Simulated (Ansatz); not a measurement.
```xyz
11

C     1.413   -0.270    0.522
C     0.244    0.082   -0.359
Si   -1.520    0.792   -0.090
C    -0.846   -0.874   -0.661
O    -0.971   -2.060   -0.705
H     2.109   -0.937    0.006
H     1.073   -0.785    1.423
H     1.957    0.625    0.827
H     0.505    0.604   -1.290
H    -2.116    0.861    1.265
H    -1.848    1.962   -0.939
```

The species carries charge 0 and has multiplicity 1.

List the B3LYP/def2-TZVPP orbital energies in eV (Ansatz 0.2.0). (Estimate.)

The calculation gave: Occupied: -1799.41, -520.78, -279.32, -277.39, -277.05, -143.97, -99.30, -99.27, -99.26, -28.87, -22.05, -19.14, -14.83, -14.07, -12.84, -12.25, -11.88, -11.16, -10.75, -10.28, -9.91, -7.81, -6.14. Lowest empty: -1.62, -0.65, 0.73, 0.81, 1.16, 1.87, 2.49, 3.05.

B3LYP here is the variant with VWN-RPA as its local correlation; programs differ in this.
